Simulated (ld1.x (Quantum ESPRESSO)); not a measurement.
# Before and after: TM potential for boron (B)

boron (B), norm-conserving Troullier–Martins (Kleinman–Bylander form), made with ld1.x (Quantum ESPRESSO) 7.5 (LDA (PZ), fully relativistic). Core [He], reference 2s2 2p1. Waves: 2p (bound): rc 4.10 bohr; 3d channel at 0.45 Ry: rc 4.15 bohr; 2s (bound): rc 1.45 bohr. Local part: the s channel. Core correction: none.

Open shells are filled in proportion to 2j + 1 (rel_dist='average').

Change: wave 2p (bound): rc 4.10 bohr becomes 2p (bound): rc 3.62 bohr.

Cutoffs: the cutoffs (Ry, on a coarse ladder) from which the occupation-weighted sum of valence levels, in a spherical-Bessel basis at the reference potential, stays within 10 and 1 mRy of its value at 400 Ry; they do not see the model core or the augmentation charge, which bear on the density cutoff. Errors are all-electron minus pseudo energies relative to the spin-unpolarised reference configuration.

Task: What does the change do?

Result: The potential gets neither clearly harder nor softer (21 Ry and 50 Ry → 21 Ry and 50 Ry); of the 7 tests that both files solve, the error grows in 0 and shrinks in 7 by more than 15 % and 0.3 meV (median size 97.8 → 68.1 meV); neither file shows a bound ghost. Less of the atom is replaced, so other configurations are described better.

```tsv
quantity	base	changed
cutoff, loose	21 Ry	21 Ry
cutoff, tight	50 Ry	50 Ry
bound ghosts	none	none
error for 2s2 2p0, meV [ΔE 8.33 eV]	+248	+167
error for 2s1 2p0, meV [ΔE 33.63 eV]	+739	+523
error for 2s2 2p0.5, meV [ΔE 2.94 eV]	+40	+25
error for 2s1 2p2, meV [ΔE 5.69 eV]	-45	-26
error for 2s0 2p3, meV [ΔE 11.40 eV]	-171	-99
error for 2s2 2p1.3, meV [ΔE -0.77 eV]	+4.7	+2.7
error for 2s1 2p1, meV [ΔE 14.28 eV]	-98	-68
s: phases at 4.52 bohr within 0.05 rad from the reference energy up to (Ry; the scan ends near 5)	2.2	2.2
p1/2: phases at 4.52 bohr within 0.05 rad from the reference energy up to (Ry; the scan ends near 5)	0.2	0.3
p3/2: phases at 4.52 bohr within 0.05 rad from the reference energy up to (Ry; the scan ends near 5)	0.2	0.3
d3/2: phases at 4.52 bohr within 0.05 rad from the reference energy up to (Ry; the scan ends near 5)	1.6	1.6
d5/2: phases at 4.52 bohr within 0.05 rad from the reference energy up to (Ry; the scan ends near 5)	1.6	1.6
```
